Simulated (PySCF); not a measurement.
**C5H8Si: full NMR table**

* Formula: C5H8Si
* SMILES: C#CC1C[SiH2]C1
* Point group of the computed structure: Cs
* Degrees of unsaturation: 3
* Carbon signals: 4
* Proton signals: 6

Molfile (atoms numbered from 1):
```
C5H8Si
     RDKit          3D

 14 14  0  0  0  0  0  0  0  0999 V2000
    2.8026   -0.6714    0.4300 C   0  0  0  0  0  0  0  0  0  0  0  0
    1.7283   -0.2567    0.1011 C   0  0  0  0  0  0  0  0  0  0  0  0
    0.4094    0.2151   -0.2402 C   0  0  0  0  0  0  0  0  0  0  0  0
   -0.2141    1.1435    0.8350 C   0  0  0  0  0  0  0  0  0  0  0  0
   -1.8458    0.1505    0.7941 Si  0  0  0  0  0  4  0  0  0  0  0  0
   -0.6608   -0.9076   -0.2666 C   0  0  0  0  0  0  0  0  0  0  0  0
    3.7522   -1.0260    0.6991 H   0  0  0  0  0  0  0  0  0  0  0  0
    0.4532    0.7245   -1.2068 H   0  0  0  0  0  0  0  0  0  0  0  0
   -0.2294    2.1922    0.5468 H   0  0  0  0  0  0  0  0  0  0  0  0
    0.3265    1.0743    1.7777 H   0  0  0  0  0  0  0  0  0  0  0  0
   -2.9396    0.7823    0.0543 H   0  0  0  0  0  0  0  0  0  0  0  0
   -2.3167   -0.4227    2.0534 H   0  0  0  0  0  0  0  0  0  0  0  0
   -0.3002   -1.8066    0.2307 H   0  0  0  0  0  0  0  0  0  0  0  0
   -0.9663   -1.1918   -1.2709 H   0  0  0  0  0  0  0  0  0  0  0  0
  1  2  3  0
  2  3  1  0
  3  4  1  0
  4  5  1  0
  5  6  1  0
  6  3  1  0
  1  7  1  0
  3  8  1  0
  4  9  1  0
  4 10  1  0
  5 11  1  0
  5 12  1  0
  6 13  1  0
  6 14  1  0
M  END
```

- geometry from GFN2-xTB
- NMR shieldings at PBE0/pcSseg-1/GIAO
- program: PySCF 2.14
- non-relativistic Hamiltonian, in vacuum, equivalent nuclei averaged, one computed conformer

δ = σ(ref) − σ, references computed at the same level: TMS for 1H and 13C and 29Si.

| carbon | δC, type | δH (multiplicity) | HMBC from (2–3 bonds) | span of the C tensor (ppm) |
| --- | --- | --- | --- | --- |
| C1 | 77.2, CH | 1.88 (d) | H8 | 185 |
| C2 | 95.9, C | – | H8, H9/H14, H7, H10/H13 | 321 |
| C3 | 24.4, CH | 3.19 (m) | H12, H11, H9/H14, H7, H10/H13 | 23 |
| C4/C6 | 19.9, CH2 | H9 1.90 (m); H10 1.81 (m) | H12, H11, H8, H9/H14, H10/H13 | 58 |

Other nuclei:
```json
{"atoms": "H12", "nucleus": "1H", "environment": "hydrogen on a silicon bonded to 2 C, in a 4-membered ring", "δ (ppm)": "4.73", "σ (ppm)": "26.98"}
{"atoms": "H11", "nucleus": "1H", "environment": "hydrogen on a silicon bonded to 2 C, in a 4-membered ring", "δ (ppm)": "4.65", "σ (ppm)": "27.07"}
{"atoms": "Si5", "nucleus": "29Si", "environment": "silicon bonded to 2 C, 2 H, in a 4-membered ring", "δ (ppm)": "-42.0", "σ (ppm)": "391.1"}
```

1. Carbon types of the structure: 1 × C, 2 × CH, 2 × CH2, leaving 2 H on heteroatoms.
2. δC 95.9: alkyne carbon; sp carbons lie upfield of alkene carbons because the cylindrical π system leaves one tensor component strongly shielded.
3. δC 77.2: terminal alkyne carbon; sp carbons lie upfield of alkene carbons because the cylindrical π system leaves one tensor component strongly shielded.
4. δC 24.4: propargylic sp3 CH; a saturated carbon with 3 carbon neighbours and no heteroatom attached.
5. δC 19.9: sp3 CH2 bonded to Si.
6. δH 1.88: hydrogen on a terminal alkyne carbon; it lies on the axis of the triple bond, in its shielding cone.

Shifts are as computed. Against solution values, carbons near 30 ppm lie about +3 ppm off and those near 130 ppm about +5 ppm. Of 1211 compounds with measured shifts, 218 miss one by over three times the rms of a fit or turn the order of signals round; such compounds aren't used in these exercises. Multiplicities follow the n + 1 count of equivalent neighbours, as no J values were calculated; m marks all less simple cases, F and P coupling included.
